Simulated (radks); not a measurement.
Task: These are the eigenvalues of the occupied orbitals of an atom or ion with whole-number occupations (eV). All-electron calculation, scalar-relativistic Kohn-Sham, PBEsol, spin-polarised, spherical densities, finite nucleus; Fermi nuclear charge, rms radius of each element as measured or else 0.836 A^(1/3) + 0.57 fm. Program: a radial shooting solver on a logarithmic mesh with Libxc functionals.

1s: -31590.93
2s: -6807.400
2p: -6391.220

Which element is it, and in what charge state? The configuration may be excited. Open shells, if any, are filled with parallel spins first.

Result: Z = 50, tin, charge +40: Sn40+ in [Ne]. The list shows which subshells hold electrons but not how many an open one holds; the 1s level, -1160.9 hartree, gives Z - s = 48.2 by -(Z - s)^2/2, which with screening and relativity narrows Z to a few neighbours, and the depths of the outer levels then fix element, charge and occupations together.
